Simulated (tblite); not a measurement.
Start geometry of `C/N=C\c1nn[c][nH]1` [radical] from a force field or distance geometry (Å):
```
atom  x, y, z in Å
C1     2.036   -0.488   -0.100
N2     1.485    0.827    0.014
C3     0.292    1.183    0.154
C4    -0.808    0.227    0.183
N5    -0.820   -0.964    0.828
N6    -1.991   -1.518    0.603
C7    -2.702   -0.684   -0.159
N8    -1.970    0.411   -0.418
H9     1.326   -1.300   -0.325
H10    2.826   -0.448   -0.886
H11    2.546   -0.720    0.846
H12    0.084    2.260    0.232
H13   -2.310    1.214   -0.990
```

**Question.** What comes out of this run: GFN2-xTB geometry optimisation, gas phase in tblite 0.8.0?

**Answer.** 
```
atom  x, y, z in Å
C1     2.1168   -0.4673    0.0364
N2     1.5655    0.8380   -0.1294
C3     0.3294    1.0807   -0.1323
C4    -0.7907    0.1698    0.0070
N5    -0.7768   -1.1261    0.2757
N6    -2.0036   -1.6204    0.3160
C7    -2.7942   -0.6142    0.0644
N8    -2.0964    0.5388   -0.1336
H9     1.4141   -1.2833   -0.1473
H10    2.9800   -0.5403   -0.6261
H11    2.4814   -0.5433    1.0626
H12    0.0450    2.1214   -0.2656
H13   -2.4750    1.4465   -0.3458
```

The energy falls by 27.3 kJ/mol over 60 L-BFGS steps, the largest force on an atom goes from 2.87 to 0.006 eV/Å, and the atoms move by 0.369 Å rms after alignment. The bond that changes most is C4–N8 (ends: carbon bonded to C and 2 N; nitrogen bonded to 2 C and H), which lengthens by 0.043 Å. Bonds longer at the end by more than 0.005 Å: 4 of 13; shorter: 8. Among the angles that change most is N2–C3–C4, from 122.3° to 129.5°. Among the dihedrals that turn most is N2–C3–C4–N5, from 42° to 6°. Rotational constants go from 5374, 1588, 1310 to 5778, 1543, 1229 MHz. The orientation of the end geometry is arbitrary; only internal coordinates are fixed.

On an Arm Neoverse V1 with one thread, shared host with 32 logical CPUs at a one-minute load of 24, this took 0.33 s of wall time.

GFN2-xTB frequencies show an imaginary mode (45i cm⁻¹), so the point is no minimum at that level. 3 starts were optimised and ended at 0.00, 1.53 and 1.55 kcal/mol (GFN2-xTB); the lowest of these is shown.

One conformer stands for the species.

The numbers are calculated, not measured.
